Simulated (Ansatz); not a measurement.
Reaction (formal exchange of groups at the Si–Si bond): `N[SiH2][SiH](O)F` + `O=CC1CO1` → `O[Si@@H](F)[C@@H]1CO1` + `N[SiH2]C=O`

Computed with Ansatz on PBE0-D4/def2-TZVP structures; ΔE is electronic, products minus reactants. CCSD(T)/CBS adds triple-zeta CCSD(T) − MP2 to the extrapolated MP2 energy (def2 sets, frozen cores). Functionals use def2-TZVPP. One conformer a species, not always the lowest.

CCSD(T)/CBS gives -1.3 kcal/mol.

(1) Another level gave +2.9 kcal/mol. Which?
A. PBE-D4/def2-TZVPP
B. ωB97M-V/def2-TZVPP
C. r2SCAN-D4/def2-TZVPP
D. CCSD(T)/def2-TZVPP

Largest T1 diagnostic among the species: 0.014.

## Answers

(1) A. PBE-D4 2.9, CCSD(T)/def2-TZVPP -0.8, r2SCAN-D4 0.8, ωB97M-V -1.9 kcal/mol.

From PBE to PBE0 (25 % exact exchange), in def2-TZVPP and without D4, ΔE moves by −0.8 kcal/mol.
